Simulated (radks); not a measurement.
Q: Ga7+, 24 electrons, occupied as [Ar] 3d(3/2: 3, 5/2: 3) (the NIST ground configuration). All-electron calculation, Dirac Kohn-Sham, PBE, spin-unpolarised, spherical densities, finite nucleus; Fermi nuclear charge, rms radius 3.9973 fm. Program: a radial shooting solver on a logarithmic mesh with Libxc functionals. Some entries of the table are withheld. Estimate them.

orbital,occ.,eigenvalue (hartree),<1/r> (bohr^-1)
1s1/2,2,(1),31.30
2s1/2,2,-52.12902,6.887
2p1/2,2,(2),6.844
2p3/2,4,(3),6.669
3s1/2,2,-10.71910,(4)
3p1/2,2,(5),2.176
3p3/2,4,(6),2.136
3d3/2,3,-5.86376,(7)
3d5/2,3,-5.84048,(8)

A: 
(1) 1s1/2 eigenvalue (hartree): -381.4967
(2) 2p1/2 eigenvalue (hartree): -46.80175
(3) 2p3/2 eigenvalue (hartree): -45.78589
(4) 3s1/2 <1/r> (bohr^-1): 2.282
(5) 3p1/2 eigenvalue (hartree): -8.96951
(6) 3p3/2 eigenvalue (hartree): -8.81993
(7) 3d3/2 <1/r> (bohr^-1): 1.917
(8) 3d5/2 <1/r> (bohr^-1): 1.908
